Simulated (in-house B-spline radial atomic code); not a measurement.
## Binding energies in Pr²⁺

NIST's tabulated ground configuration is [Xe] 4f3; each binding energy is the energy of the ion with one electron taken from that subshell, relaxed, less that of the parent. All numbers are computed (Dirac-Kohn-Sham B3LYP, spherical fractional occupations; Fermi nucleus of rms radius 4.8919 fm) with a B-spline radial code for spherical atoms, not measured. Energies include first-order Breit, QED and recoil terms.

Caution: exact exchange at fractional occupations of open shells leaves self-interaction of up to several eV.

| subshell | X-ray name | binding energy (eV) | -ε (eV) | relaxation (eV) |
| --- | --- | --- | --- | --- |
| 1s | K | 42104.4 | 41880.3 | -370.2 |
| 2s | L1 | 6814.5 | 6769.1 | -63.4 |
| 2p1/2 | L2 | 6459.1 | 6395.7 | -80.6 |
| 2p3/2 | L3 | 5981 | 5913.0 | -79.7 |
| 3s | M1 | 1496.5 | 1480.5 | -19.2 |
| 3p1/2 | M2 | 1338.8 | 1321.5 | -20.2 |
| 3p3/2 | M3 | 1244.7 | 1225.4 | -21.1 |
| 3d3/2 | M4 | 971.9 | 948.3 | -24.5 |
| 3d5/2 | M5 | 952.1 | 927.7 | -24.9 |
| 4s | N1 | 317.3 | 309.3 | -8.7 |
| 4p1/2 | N2 | 257.3 | 249.3 | -8.5 |
| 4p3/2 | N3 | 237.3 | 228.5 | -9.1 |
| 4d3/2 | N4 | 138.3 | 129.6 | -8.7 |
| 4d5/2 | N5 | 134.9 | 126.0 | -8.9 |
| 5s | O1 | 59.81 | 54.30 | -5.61 |
| 5p1/2 | O2 | 42.91 | 37.76 | -5.23 |
| 5p3/2 | O3 | 40.21 | 34.85 | -5.39 |
| 4f | N6,7 | 20.17 | 12.71 | -7.36 |

Relaxation = -ε minus the binding energy without Breit, QED and recoil terms. With a density functional, K lines can miss by some tenths of a per cent, more in light atoms. For a density functional the relaxation so defined is negative, because -ε of a Kohn-Sham level is smaller than the binding energy.

Emission lines follow as differences of binding energies, with λ = 12398.42 eV·Å / E:

| line | holes | energy (eV) | wavelength (Å) |
| --- | --- | --- | --- |
| K-L3 | 1s → 2p3/2 | 36123.4 | 0.34322 |
| K-L2 | 1s → 2p1/2 | 35645.3 | 0.34783 |
| K-M3 | 1s → 3p3/2 | 40859.7 | 0.30344 |
| L3-M5 | 2p3/2 → 3d5/2 | 5028.9 | 2.4654 |
| L2-M4 | 2p1/2 → 3d3/2 | 5487.2 | 2.2595 |
| L1-M3 | 2s → 3p3/2 | 5569.8 | 2.226 |
| L3-M1 | 2p3/2 → 3s | 4484.5 | 2.7647 |
| L2-N4 | 2p1/2 → 4d3/2 | 6320.8 | 1.9615 |

Question: What screening constant σ does Moseley's law, E = (3/4)·13.6057 eV·(Z - σ)², need for K-L3?

Answer: σ = -0.50.

Moseley's non-relativistic formula needs a falling, then negative, screening constant for heavy elements, because relativity binds the 1s electron more strongly than the formula allows.

Question: What does it cost to remove both a 3s and a 5p1/2 electron?

Answer: 1553.6 eV, which is 14.19 eV more than the two single binding energies together.

Question: What does it cost to remove both a 1s and a 3d5/2 electron?

Answer: 43128 eV, which is 71.75 eV more than the two single binding energies together.

Question: What does it cost to remove both a 3p3/2 and a 5p1/2 electron?

Answer: 1301.8 eV, which is 14.2 eV more than the two single binding energies together.
